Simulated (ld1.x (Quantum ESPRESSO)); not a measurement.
## How hard is this cobalt TM potential?

```
Element                 : Co
Generator               : ld1.x (Quantum ESPRESSO) 7.5
Type                    : norm-conserving Troullier–Martins (Kleinman–Bylander form)
Functional              : PBE
Relativity              : scalar-relativistic
Frozen core             : [Ar]
Valence charge          : 9
Reference configuration : 3d7 4s2 4p0
Partial waves           : 4s (bound): rc 2.56 bohr; 4p (bound, empty): rc 2.80 bohr; 3d (bound): rc 1.60 bohr
Local potential         : all-electron potential smoothed inside 2.60 bohr (lloc = -1)
Core correction         : none
```

The pseudo-atom Hamiltonian at the reference potential is diagonalised in spherical Bessel functions j_l(qr) that vanish at 20 bohr, with q² up to the cutoff. All-electron valence levels (Ry): 4s -0.4020, 4p -0.0938, 3d -0.6030.

Problem. How do the lowest levels (Ry) of each channel move with the cutoff, and are there ghosts?

Solution.

```json
{"cutoff (Ry)": "8", "s #1": "-0.3998", "p #1": "-0.0934", "d #1": "0.0602", "d #2": "0.1422", "f #1": "0.1121", "Σ f·Δε (mRy)": "4646.8"}
{"cutoff (Ry)": "15", "s #1": "-0.4007", "p #1": "-0.0938", "d #1": "0.0601", "d #2": "0.1417", "f #1": "0.1121", "Σ f·Δε (mRy)": "4644.1"}
{"cutoff (Ry)": "30", "s #1": "-0.4019", "p #1": "-0.0938", "d #1": "0.0595", "d #2": "0.1385", "f #1": "0.1121", "Σ f·Δε (mRy)": "4637.4"}
{"cutoff (Ry)": "45", "s #1": "-0.4020", "p #1": "-0.0938", "d #1": "-0.0061", "d #2": "0.0694", "f #1": "0.1121", "Σ f·Δε (mRy)": "4178.1"}
{"cutoff (Ry)": "70", "s #1": "-0.4020", "p #1": "-0.0938", "d #1": "-0.5503", "d #2": "0.0621", "f #1": "0.1121", "Σ f·Δε (mRy)": "368.8"}
{"cutoff (Ry)": "100", "s #1": "-0.4020", "p #1": "-0.0938", "d #1": "-0.6019", "d #2": "0.0620", "f #1": "0.1121", "Σ f·Δε (mRy)": "7.4"}
{"cutoff (Ry)": "160", "s #1": "-0.4020", "p #1": "-0.0938", "d #1": "-0.6028", "d #2": "0.0620", "f #1": "0.1121", "Σ f·Δε (mRy)": "1.3"}
{"cutoff (Ry)": "230", "s #1": "-0.4020", "p #1": "-0.0938", "d #1": "-0.6030", "d #2": "0.0620", "f #1": "0.1121", "Σ f·Δε (mRy)": "0.0"}
{"cutoff (Ry)": "400", "s #1": "-0.4020", "p #1": "-0.0938", "d #1": "-0.6030", "d #2": "0.0620", "f #1": "0.1121", "Σ f·Δε (mRy)": "0.0"}
```

Result: no extra level below or beside the all-electron valence levels (s, p, d, f tested); 10 mRy is reached at 100 Ry and 1 mRy at 180 Ry.

Its largest configuration-test error is -854 meV.
